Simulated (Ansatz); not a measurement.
Breaking the Si1–H2 bond in BrHSi (SMILES [SiH]Br) (multiplicity 1 held, fragments rigid). Energies count from the point at 1.524 Å.
Geometry at that point (charge 0, multiplicity 1):
```
atom    x (Å)    y (Å)    z (Å)
----  -------  -------  -------
Si    -0.8967  -0.7610   1.0622
H     -1.8925  -1.2293   0.0078
Br     0.4128   0.3395  -0.4251
```

Signs of static correlation in def2-SVP, with CASSCF(2,2), from Ansatz (a quantum-chemistry and plane-wave program) runs.

```
R (Å)  T1 of restricted CCSD  ⟨S²⟩ of UHF  largest double amplitude of restricted CCSD  weight of the CASSCF reference in MRCISD  CASSCF natural occupations
-----  ---------------------  -----------  -------------------------------------------  ----------------------------------------  --------------------------
1.219                  0.015        0.303                                        0.095                                     0.902                   1.99 0.01
1.372                  0.015        0.263                                        0.089                                     0.902                   1.99 0.01
1.524                  0.016        0.222                                        0.082                                     0.902                   1.98 0.02
1.676                  0.016        0.181                                        0.074                                     0.902                   1.97 0.03
1.829                  0.017        0.140                                        0.068                                     0.902                   1.95 0.05
2.057                  0.019        0.082                                        0.126                                     0.902                   1.92 0.08
2.286                  0.023   (withheld)                                        0.195                                     0.902                   1.87 0.13
2.667                  0.036        0.814                                        0.319                                     0.902                   1.73 0.27
3.048                  0.054        0.940                                        0.462                                     0.901                   1.54 0.46
3.505                  0.078        0.992                                   (withheld)                                     0.902                   1.34 0.66
4.115                  0.100        1.012                                        0.845                                     0.902                   1.16 0.84
4.877                  0.110        1.016                                        0.980                                     0.902                   1.06 0.94
```

Task: Complete the blanks.

Result: 
- 2.286, ⟨S²⟩ of UHF: 0.459
- 3.505, largest double amplitude of restricted CCSD: 0.644

Doubts at one or more of the structures used: a restricted determinant that unrestricted orbitals would lower (R-CCSD(T)/def2-SVP); other coupled-cluster roots lie near (R-CCSD(T)/def2-SVP); T1 above 0.05 (R-CCSD(T)/def2-SVP, U-CCSD(T)/def2-SVP); a spin-contaminated determinant (U-CCSD(T)/def2-SVP).
